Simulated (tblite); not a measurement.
C4H9OSi (doublet state).
Atom-mapped SMILES: `[CH2:1][CH2:2][C:3](=[CH2:4])[O:5][SiH3:6]` (hydrogens: H7, H8 on C1; H9, H10 on C2; H11, H12 on C4; H13, H14, H15 on Si6)

Cartesian coordinates in Å at the GFN2-xTB level; atoms count from 1:
```
atom  x, y, z in Å
C1    -0.709   -0.146   -1.364
C2     0.093    0.906   -0.722
C3     0.080    0.751    0.788
C4    -0.278    1.718    1.621
O5     0.480   -0.443    1.258
Si6    0.572   -1.910    0.559
H7    -0.368   -0.645   -2.250
H8    -1.742   -0.254   -1.088
H9    -0.303    1.905   -0.948
H10    1.129    0.863   -1.067
H11   -0.585    2.683    1.264
H12   -0.263    1.564    2.685
H13    1.193   -2.613    1.676
H14   -0.750   -2.447    0.240
H15    1.446   -1.926   -0.616
```

Level: GFN2-xTB in tblite, geometry and Hessian alike; calculated harmonic values, unscaled, isolated species. Errors from tens to a few hundred cm⁻¹ against measured bands are possible. Modes of hydrogen on silicon can be 10 to 20 % off. One conformer, not necessarily the lowest. Open shells enter through the occupations alone, without spin polarisation, and single modes of such species can be off by tens of per cent.

Harmonic wavenumbers (cm⁻¹): 75.0, 99.6, 143.1, 210.3, 275.8, 304.7, 368.6, 438.7, 569.1, 590.1, 603.3, 632.7, 708.2, 731.7, 782.7, 798.3, 812.0, 832.6, 845.4, 890.5, 1038.8, 1049.3, 1135.0, 1147.2, 1261.0, 1270.9, 1389.5, 1397.0, 1432.7, 1701.8, 2230.6, 2253.9, 2301.9, 2880.7, 2960.0, 3125.5, 3127.0, 3161.3, 3168.8.

A = 4052, B = 2455, C = 1659 MHz; mass 101.042 u (most abundant isotopes); point group C1, symmetry number 1; spin multiplicity 2.

Problem. Zero-point energy?

Solution. ½Σν̃ = 24373 cm⁻¹ = 69.69 kcal/mol.

Problem. Entropy at 500 K, 1 bar (ideal gas, RRHO, classical rotation)?

Solution. Translation 42.34, rotation 28.91, vibration 37.74, spin (R ln 2) 1.38: S = 110.4 cal/(mol K).

Problem. And Cp and H(500 K) − H(0)?

Solution. Cp = 47.55 cal/(mol K), of which vibrations give 39.60 (their classical limit is 39 R = 77.5); H(500 K) − H(0) = 14.16 kcal/mol without the zero-point energy, 10.18 from vibrations.

Problem. How do the functions run with temperature in this model?

Solution. 
```csv
T (K),S (cal/(mol K)),Cp (cal/(mol K)),H − H(0) (kcal/mol),G − H(0) (kcal/mol),ln q(vib)
100,64.9,15.5,1.12,-5.37,0.91
200,78.2,24.2,3.09,-12.55,2.70
300,89.8,33.3,5.97,-20.96,4.66
800,135.8,60.4,30.53,-78.10,14.70
1000,149.9,65.9,43.19,-106.70,18.37
```

q(vib) and H(0) count from the zero-point level.

Problem. Which modes carry the vibrational entropy at 500 K?

Solution. 75.0 cm⁻¹: 5.04; 99.6 cm⁻¹: 4.48; 143.1 cm⁻¹: 3.76; 210.3 cm⁻¹: 3.02; 275.8 cm⁻¹: 2.50; 304.7 cm⁻¹: 2.31 cal/(mol K); the other 33 give 16.63 together.

Hindered rotation and anharmonicity are outside this model. Other conformers, if any are populated, would add a mixing term that is left out. The structure is chiral; the term R ln 2 for an equal mix with its mirror image is left out.
